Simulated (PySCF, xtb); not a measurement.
SiI4, SMILES I[Si](I)(I)I.

GFN2-xTB in xtb at its own geometry gives an orbital gap of 4.41 eV and a dipole moment of 0.00 D.

The structure is a stationary point at r2SCAN-D4/def2-SVP. The isomer is the one that the SMILES or the coordinates give; other isomers of the formula were not compared. The def2 effective core potentials stand for the cores of I; spin–orbit coupling is left out.

Task: What does PySCF with ωB97X/def2-TZVP give? (An estimate is asked for; the answer gives what the named calculation found.)

Result: gap 9.04 eV (levels -9.85 and -0.81 eV), dipole 0.00 D.
